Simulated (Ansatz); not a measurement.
Reaction (redistribution): `[OH][GeH]([OH])[Cl]` + `C[NH][Al]([F])[Cl]` → `[OH][GeH]([Cl])[Cl]` + `C[NH][Al]([OH])[F]`

Gas-phase electronic energies from Ansatz, PBE0-D4/def2-TZVP geometries. CCSD(T)/CBS is the MP2 limit (def2-TZVPP, def2-QZVPP) plus CCSD(T) − MP2 in def2-TZVPP, frozen cores. Functionals use def2-TZVPP. For Ge outer-core shells are correlated without core-valence functions, which leaves a few kJ/mol of doubt a bond. Scalar relativity is left out up to krypton. Each species was taken in one conformer, which may not be the lowest.

```json
{"level": "PBE-D4", "ΔE (kcal/mol)": "-1.7", "difference from CCSD(T)/CBS": "-0.8"}
{"level": "PBE0-D4", "ΔE (kcal/mol)": "-1.4", "difference from CCSD(T)/CBS": "-0.5"}
{"level": "ωB97X-V", "ΔE (kcal/mol)": "-0.9", "difference from CCSD(T)/CBS": "0.0"}
{"level": "ωB97M-V", "ΔE (kcal/mol)": "-1.4", "difference from CCSD(T)/CBS": "-0.5"}
{"level": "B2PLYP", "ΔE (kcal/mol)": "-1.6", "difference from CCSD(T)/CBS": "-0.7"}
{"level": "PBE", "ΔE (kcal/mol)": "-1.6", "difference from CCSD(T)/CBS": "-0.7"}
{"level": "r2SCAN", "ΔE (kcal/mol)": "-1.1", "difference from CCSD(T)/CBS": "-0.2"}
{"level": "HF/def2-TZVPP", "ΔE (kcal/mol)": "-0.3", "difference from CCSD(T)/CBS": "0.6"}
{"level": "MP2/def2-TZVPP", "ΔE (kcal/mol)": "-1.3", "difference from CCSD(T)/CBS": "-0.4"}
{"level": "SCS-MP2/def2-TZVPP", "ΔE (kcal/mol)": "-1.2", "difference from CCSD(T)/CBS": "-0.3"}
{"level": "CCSD/def2-TZVPP", "ΔE (kcal/mol)": "-0.9", "difference from CCSD(T)/CBS": "0.0"}
{"level": "CCSD(T)/def2-TZVPP", "ΔE (kcal/mol)": "-0.9", "difference from CCSD(T)/CBS": "0.0"}
{"level": "HF/def2-QZVPP", "ΔE (kcal/mol)": "-0.3", "difference from CCSD(T)/CBS": "0.6"}
{"level": "MP2/def2-QZVPP", "ΔE (kcal/mol)": "-1.3", "difference from CCSD(T)/CBS": "-0.4"}
{"level": "SCS-MP2/def2-QZVPP", "ΔE (kcal/mol)": "-1.1", "difference from CCSD(T)/CBS": "-0.2"}
{"level": "MP2/CBS(def2)", "ΔE (kcal/mol)": "-1.3", "difference from CCSD(T)/CBS": "-0.4"}
{"level": "CCSD(T)/CBS", "ΔE (kcal/mol)": "-0.9", "difference from CCSD(T)/CBS": "0"}
```

Largest T1 diagnostic among the species: 0.011.
